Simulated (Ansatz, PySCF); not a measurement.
Process, species as SMILES: [SiH3][SiH](Cl)Cl + 3 [H][H] (H2) → 2 Cl (HCl) + 2 [SiH4] (SiH4)
Structures are relaxed separately at B3LYP-D3(BJ)/def2-TZVP in Ansatz (a quantum-chemistry and plane-wave program).

Wanted: energy of full hydrogenation (enthalpy at 298 K, with B3LYP-D3(BJ) rigid-rotor harmonic-oscillator terms from PySCF), in eV. Valence correlation only, unless marked. No spin-orbit coupling. Non-relativistic. CBS marks a two-point X^-3 extrapolation of the correlation energy; Hartree-Fock from the larger set.

| level | program | energy of full hydrogenation (eV) |
|---|---|---|
| HF/aug-cc-pV(T+d)Z | Ansatz | 0.90 |
| BLYP-D4/def2-TZVPD | Ansatz + dftd4 | 1.55 |
| PBE0-D3(BJ)/def2-TZVP | Ansatz + dftd3 | 1.59 |
| LC-wPBE/def2-TZVPD | Ansatz | 1.32 |

Predict the CCSD(T)/CBS(cc-pV(T+d)Z,cc-pV(Q+d)Z) result (Ansatz).

1.53 eV, so LC-wPBE/def2-TZVPD differs from it by -0.21 eV.
